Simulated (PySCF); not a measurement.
C$_{4}$H$_{5}$Si (SMILES C1=C[SiH]C=C1), doublet (typed; the unrestricted solution is spin-contaminated), at a GFN2-xTB geometry; HF/3-21G (PySCF).

Here is a job for PySCF.
```python
from pyscf import gto, scf

mol = gto.M(
    atom='''
C    -0.60019287   -1.32209793   -0.01120819
C     0.73500498   -1.08278056   -0.21295673
Si    0.98219806    0.72984330   -0.10194711
C    -0.79575565    1.03763847    0.21926233
C    -1.42349881   -0.18164949    0.22125698
H    -1.02610053   -2.31399529   -0.02366819
H     1.44596093   -1.86909775   -0.39704494
H     2.14030808    1.59040173   -0.22215297
H    -1.32017263    1.96256745    0.38398876
H    -2.48411462   -0.29434522    0.38801047
''',
    basis='3-21g',
    spin=1,
    verbose=4,
)

mf = scf.UHF(mol)
mf.kernel()
mo_i, mo_e, stable_i, stable_e = mf.stability(internal=True, external=True, return_status=True, nroots=6, tol=1e-6)
print('internally stable:', stable_i, ' externally stable:', stable_e)
if not stable_i:
    umf = mf.copy()
    umf.scf_summary = {}
    umf.kernel(umf.make_rdm1(mo_i, mf.mo_occ))
```

The log (banner, timings and long lists left out):

```
PySCF version 2.14.0

[INPUT] verbose = 4
[INPUT] num. atoms = 10
[INPUT] num. electrons = 43
[INPUT] charge = 0
[INPUT] spin (= nelec alpha-beta = 2S) = 1
[INPUT] symmetry False subgroup None
[INPUT] Mole.unit = angstrom
[INPUT] Symbol           X                Y                Z      unit          X                Y                Z       unit  Magmom
[INPUT]  1 C     -0.600192870000  -1.322097930000  -0.011208190000 AA   -1.134200146217  -2.498402997554  -0.021180409452 Bohr   0.0
[INPUT]  2 C      0.735004980000  -1.082780560000  -0.212956730000 AA    1.388958112391  -2.046158711403  -0.402429896083 Bohr   0.0
[INPUT]  3 Si     0.982198060000   0.729843300000  -0.101947110000 AA    1.856085333479   1.379203950849  -0.192652117091 Bohr   0.0
[INPUT]  4 C     -0.795755650000   1.037638470000   0.219262330000 AA   -1.503760240575   1.960852524613   0.414345753134 Bohr   0.0
[INPUT]  5 C     -1.423498810000  -0.181649490000   0.221256980000 AA   -2.690022889544  -0.343267786767   0.418115095348 Bohr   0.0
[INPUT]  6 H     -1.026100530000  -2.313995290000  -0.023668190000 AA   -1.939048977971  -4.372817351634  -0.044726396964 Bohr   0.0
[INPUT]  7 H      1.445960930000  -1.869097750000  -0.397044940000 AA    2.732470144521  -3.532082847541  -0.750306195744 Bohr   0.0
[INPUT]  8 H      2.140308080000   1.590401730000  -0.222152970000 AA    4.044596093394   3.005423697734  -0.419808271059 Bohr   0.0
[INPUT]  9 H     -1.320172630000   1.962567450000   0.383988760000 AA   -2.494764707847   3.708714981486   0.725633591311 Bohr   0.0
[INPUT] 10 H     -2.484114620000  -0.294345220000   0.388010470000 AA   -4.694296293828  -0.556231851875   0.733233521764 Bohr   0.0

nuclear repulsion = 193.133266555837
number of shells = 37
number of NR pGTOs = 102
number of NR cGTOs = 59
basis = 3-21g
ecp = {}

******** <class 'pyscf.scf.uhf.UHF'> ********
method = UHF
initial guess = minao
damping factor = 0
level_shift factor = 0
DIIS = <class 'pyscf.scf.diis.CDIIS'>
diis_start_cycle = 1
diis_space = 8
diis_damp = 0
SCF conv_tol = 1e-09
SCF conv_tol_grad = None
SCF max_cycles = 50
direct_scf = True
direct_scf_tol = 1e-13
number electrons alpha = 22  beta = 21
Set gradient conv threshold to 3.16228e-05
init E= -441.777957200562

cycle= 1 E= -440.791760638709  delta_E= 0.986  |g|= 0.232  |ddm|= 2.24
cycle= 2 E= -440.839564393046  delta_E= -0.0478  |g|= 0.0651  |ddm|= 0.458
cycle= 3 E= -440.845186063392  delta_E= -0.00562  |g|= 0.0278  |ddm|= 0.156
cycle= 4 E= -440.846553511806  delta_E= -0.00137  |g|= 0.0174  |ddm|= 0.0565
cycle= 5 E= -440.847558614725  delta_E= -0.00101  |g|= 0.0126  |ddm|= 0.0552
cycle= 6 E= -440.848443604742  delta_E= -0.000885  |g|= 0.00759  |ddm|= 0.0771
cycle= 7 E= -440.848742253388  delta_E= -0.000299  |g|= 0.00567  |ddm|= 0.0385
cycle= 8 E= -440.848957866011  delta_E= -0.000216  |g|= 0.00408  |ddm|= 0.0322
cycle= 9 E= -440.849157258952  delta_E= -0.000199  |g|= 0.00134  |ddm|= 0.0542
cycle= 10 E= -440.84916986198  delta_E= -1.26e-05  |g|= 0.000577  |ddm|= 0.0122
cycle= 11 E= -440.849171426283  delta_E= -1.56e-06  |g|= 0.00015  |ddm|= 0.00443
cycle= 12 E= -440.849171509547  delta_E= -8.33e-08  |g|= 5.04e-05  |ddm|= 0.00111
cycle= 13 E= -440.849171512655  delta_E= -3.11e-09  |g|= 1.19e-05  |ddm|= 0.000141
cycle= 14 E= -440.849171512922  delta_E= -2.66e-10  |g|= 5.65e-06  |ddm|= 3.99e-05
Extra cycle  E= -440.849171512958  delta_E= -3.6e-11  |g|= 3.1e-06  |ddm|= 1.28e-05
converged SCF energy = -440.849171512958  <S^2> = 0.86971936  2S+1 = 2.1163359
uhf_internal: lowest eigs of H = [0.00683168 0.12749378 0.31924316 0.33506517 0.35598647 0.38260868]
<class 'pyscf.scf.uhf.UHF'> wavefunction is stable in the internal stability analysis
uhf_real2complex: lowest eigs of H = [0.1186002  0.20492856 0.20925656 0.20940182 0.22067897 0.23153017]
<class 'pyscf.scf.uhf.UHF'> wavefunction is stable in the real -> complex stability analysis
uhf_external: lowest eigs of H = [-2.82249828e-02 -2.52904357e-07  8.38274826e-02  1.45122425e-01
  1.70414207e-01  1.83252625e-01]
<class 'pyscf.scf.uhf.UHF'> wavefunction has an UHF/UKS -> GHF/GKS instability
internally stable: True  externally stable: False
```
